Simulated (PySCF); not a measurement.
# Spin-rotation constants: BMe2(NCS) (CB(C)N=C=S, C3H6BNS)

Cartesian coordinates in Å; atom numbers follow the order of the lines, from 1:
```xyz
12

B     0.031    0.060    0.001
C     1.611    0.017   -0.025
H     1.997    0.213    0.975
H     2.027    0.787   -0.670
H     2.009   -0.944   -0.338
C    -0.780    1.417    0.017
H    -0.819    1.829   -0.991
H    -0.300    2.171    0.636
H    -1.807    1.300    0.354
N    -0.675   -1.143    0.008
C    -1.261   -2.179    0.013
S    -2.033   -3.529    0.020
```

Theory: GIAO BP86/def2-SVP magnetisability, rotational g tensor and spin-rotation constants, non-relativistic, gas phase in PySCF 2.14.0. Geometry: GFN2-xTB.

(1) Give the nuclear spin-rotation constants along the inertial axes (H = +C I·J) beside the isotropic shieldings.

Results:

(1) Rotational constants 7.4344, 1.1874, 1.0367 GHz. A star marks the isotopologue with that one atom substituted, in its own axes.
| atom | isotope | Caa (kHz) | Cbb (kHz) | Ccc (kHz) | mean (kHz) | σ (ppm) |
| --- | --- | --- | --- | --- | --- | --- |
| B1 | 11B | 3.300 | 0.323 | 0.158 | 1.261 | 53.8 |
| H3 | 1H | -0.785 | -0.128 | -0.007 | -0.307 | 31.3 |
| H4 | 1H | -0.128 | -0.139 | -0.076 | -0.114 | 30.8 |
| H5 | 1H | -0.538 | -0.030 | -0.115 | -0.228 | 31.0 |
| H7 | 1H | -0.794 | -0.128 | -0.006 | -0.309 | 31.3 |
| H8 | 1H | -0.105 | -0.139 | -0.079 | -0.108 | 30.8 |
| H9 | 1H | -0.559 | -0.029 | -0.114 | -0.234 | 31.0 |
| N10 | 14N | 0.162 | 0.157 | 0.122 | 0.147 | 118.9 |
| C2 | 13C* | 1.101 | 0.133 | 0.110 | 0.448 | 180.3 |
| C11 | 13C* | 0.856 | 0.525 | 0.428 | 0.603 | 47.8 |
| S12 | 33S* | 1.416 | 0.248 | 0.169 | 0.611 | 645.7 |

For the geometry as given, no vibrational averaging.
